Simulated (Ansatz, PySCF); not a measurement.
Pair of molecules: HCl (SMILES Cl) (first 2 atoms) with CH5N (SMILES CN); geometry from B3LYP-D3(BJ)/def2-TZVP.
(charge 0, multiplicity 1):
| atom | x (Å) | y (Å) | z (Å) |
|---|---|---|---|
| Cl | 0.9705 | 1.1443 | 0.1651 |
| H | 0.7678 | 0.4012 | 1.3159 |
| C | -0.8377 | 0.1905 | 3.1487 |
| N | 0.4222 | -0.3723 | 2.6447 |
| H | -1.6057 | 0.0683 | 2.3862 |
| H | -0.7026 | 1.2584 | 3.3145 |
| H | -1.1809 | -0.2732 | 4.0771 |
| H | 0.3369 | -1.3627 | 2.4460 |
| H | 1.1778 | -0.2543 | 3.3101 |

Monomers are frozen at their geometry in the pair; levels with a basis set take the counterpoise correction.

Cores are frozen in the correlated methods.

Run with Ansatz (an electronic-structure program) with Gaussian orbitals; PySCF for the dispersion terms. Each number belongs to the level named beside it.

### Question
Give the interaction energy at the level revPBE-D4/def2-TZVPPD.

### Answer
-676 meV

### Question
What interaction energy does wB97X-V/def2-TZVPPD give?

### Answer
-608 meV

### Question
Give the interaction energy at the level CCSD(T)/aug-cc-pV(D+d)Z.

### Answer
-488 meV
